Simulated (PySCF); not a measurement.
SMILES [BH3-][NH3+], CAM-B3LYP/def2-SVP optimised geometry.

```
8

B     -0.37    -0.19     0.00
N     -0.80    -0.85     1.44
H      0.85    -0.19     0.00
H     -0.85     0.93     0.00
H     -0.85    -0.93    -0.85
H     -0.44    -1.80     1.53
H     -1.82    -0.89     1.54
H     -0.44    -0.30     2.22
```

Density from CAM-B3LYP/def2-TZVP in PySCF 2.14.0 at that geometry.

Minimum of the electron density along straight lines between bonded atoms, close to the bond critical point (lines longer than 1.1 times the sum of covalent radii, or with two minima, are not listed):

```
bond   length / Å  ρ at the minimum / e bohr⁻³  ∇²ρ there / e bohr⁻⁵  position (fraction from the first atom)
-----  ----------  ---------------------------  --------------------  ---------------------------------------
B1–N2       1.643                          [?]                  0.37                                     0.31
B1–H3       1.222                        0.168                 -0.26                                     0.43
B1–H4       1.222                        0.168                 -0.26                                     0.43
B1–H5       1.222                        0.168                 -0.26                                     0.43
N2–H6       1.021                        0.334                 -1.69                                     0.74
N2–H7       1.021                        0.334                 -1.69                                     0.74
N2–H8       1.021                        0.334                 -1.69                                     0.74
```

**Question.** Complete the blanks.

**Answer.** 
- B1–N2, ρ at the minimum / e bohr⁻³: 0.109
